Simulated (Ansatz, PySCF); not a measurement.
Series: triple bonds. Gas-phase values, no solvent. Strings in code marks are SMILES.

Quantity: vertical ionisation energy (energy after one electron is removed minus that of the parent at the parent's geometry), in eV.

Level 1: frozen-core CCSD(T)/cc-pVTZ // PBE0-D4/def2-TZVP (Ansatz, a first-principles code)
Level 2: B3LYP-D3(BJ)/def2-TZVP // PBE0-D4/def2-TZVP (PySCF)
Level 3: PBE-D3(BJ)/def2-TZVP // PBE0-D4/def2-TZVP (PySCF)
Level 4: PBE0-D4/def2-TZVP (PySCF)

```csv
species,level 2,level 3,level 4
`[O+]#[Ge-]`,11.08,10.99,10.98
`[Si-]#[S+]`,10.42,10.27,10.40
`B=S`,11.16,11.22,11.13
`B=O`,13.64,13.78,13.50
`B=N`,11.42,11.52,11.32
```

**Question.** What does level 1 give for each?

**Answer.** 
- `[O+]#[Ge-]`: 11.09
- `[Si-]#[S+]`: 10.38
- `B=S`: 11.15
- `B=O`: 13.58
- `B=N`: 11.41
